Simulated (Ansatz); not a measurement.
The inner images of a band of H3NSSn (6 atoms, charge 0, multiplicity 1) are given out of order.

Level of theory: RKS PBE/def2-SVP in Ansatz 0.2.0.

Initial state:

```xyz
6
Properties=species:S:1:pos:R:3
N -0.920 0.217 -0.996
Sn 0.280 -1.230 -0.173
S 1.209 0.343 1.529
H -0.987 1.192 -0.689
H -1.542 0.036 -1.790
H 2.003 -0.622 2.072
```

Final state:

```xyz
6
Properties=species:S:1:pos:R:3
N -0.745 0.169 -0.811
Sn 0.255 -1.565 -0.335
S 1.566 -0.608 1.569
H -0.659 1.081 -0.351
H -1.421 0.212 -1.579
H 1.046 0.647 1.461
```

Problem. Put them in order from the first end to the last, with their energies above the first end.
A.
```xyz
6
Properties=species:S:1:pos:R:3
N -0.831 0.178 -0.951
Sn 0.082 -1.439 -0.087
S 0.823 -0.010 1.864
H -0.774 1.103 -0.509
H -1.378 0.197 -1.817
H 2.121 -0.093 1.454
```
B.
```xyz
6
Properties=species:S:1:pos:R:3
N -0.739 0.179 -0.825
Sn 0.165 -1.581 -0.258
S 1.400 -0.635 1.707
H -0.743 1.065 -0.311
H -1.322 0.244 -1.665
H 1.282 0.663 1.307
```
C.
```xyz
6
Properties=species:S:1:pos:R:3
N -0.748 0.187 -0.856
Sn 0.082 -1.569 -0.181
S 1.183 -0.577 1.856
H -0.771 1.075 -0.343
H -1.270 0.257 -1.736
H 1.566 0.563 1.214
```
D.
```xyz
6
Properties=species:S:1:pos:R:3
N -0.770 0.187 -0.891
Sn 0.033 -1.537 -0.115
S 0.985 -0.418 1.947
H -0.763 1.091 -0.405
H -1.262 0.249 -1.789
H 1.818 0.365 1.207
```
E.
```xyz
6
Properties=species:S:1:pos:R:3
N -0.864 0.185 -0.975
Sn 0.150 -1.374 -0.116
S 0.873 0.142 1.755
H -0.815 1.131 -0.581
H -1.461 0.147 -1.806
H 2.160 -0.295 1.676
```
F.
```xyz
6
Properties=species:S:1:pos:R:3
N -0.792 0.180 -0.926
Sn 0.008 -1.498 -0.060
S 0.855 -0.196 1.949
H -0.739 1.097 -0.467
H -1.291 0.232 -1.821
H 2.001 0.121 1.279
```
G.
```xyz
6
Properties=species:S:1:pos:R:3
N -0.894 0.200 -0.992
Sn 0.210 -1.304 -0.141
S 1.007 0.262 1.639
H -0.875 1.168 -0.656
H -1.524 0.091 -1.791
H 2.118 -0.482 1.894
```

Solution. G (+0.7 kcal/mol), E (+2.4 kcal/mol), A (+4.2 kcal/mol), F (+5.0 kcal/mol), D (+4.3 kcal/mol), C (+2.7 kcal/mol), B (+1.5 kcal/mol).

Run time: 2.2 min on 1 thread of Arm Neoverse V1, with other jobs on the host, peak memory 0.11 GiB.
